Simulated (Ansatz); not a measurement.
Cs3H4⁻, relaxed as a singlet with RKS PBE-D4/def2-TZVPD in Ansatz, starting from the GFN1-xTB geometry. Force threshold 0.02 eV/Å.

In the def2 sets Cs takes a core potential; there is no spin–orbit coupling. Another isomer (singlet) lies 0.60 eV lower at PBE0-D4/def2-TZVPD; other spin states weren't run for this one.

Start:

| atom | x (Å) | y (Å) | z (Å) |
| --- | --- | --- | --- |
| Cs1 | 2.9523 | 1.3961 | -2.6442 |
| Cs2 | -0.0267 | 0.0340 | -0.0052 |
| Cs3 | -2.4534 | -2.0302 | 2.7415 |
| H4 | 1.0431 | 1.9216 | 2.2693 |
| H5 | -1.8423 | -1.4051 | 1.9841 |
| H6 | 2.0915 | 1.0883 | -1.9354 |
| H7 | -1.7644 | -1.0046 | -2.4101 |

(1) Estimate the energy that the relaxation releases and the steps that it takes.

(2) Does the start keep its bonding?

(3) Predict the relaxed structure.

Results:

(1) 588.4 kcal/mol, in 25 steps; 34 s on 4 threads of Arm Neoverse V2 on a shared host. The force fell under the threshold at step 22, but the optimiser went on. No frequencies were taken in this run, so the end may be a saddle point.

(2) Bonds formed: Cs1–H4, Cs3–H7 (atoms count from 1).

(3) 
```xyz
7

Cs    3.295    2.351   -1.415
Cs   -0.020    0.026   -0.004
Cs   -3.269   -2.379    1.418
H     1.285    2.800    0.302
H    -0.741   -1.986    2.217
H     2.409   -0.135   -1.886
H    -2.960   -0.677   -0.631
```
Bond lengths (bridged metal pairs left out): 8 × Cs–H 2.68 to 3.09 Å.
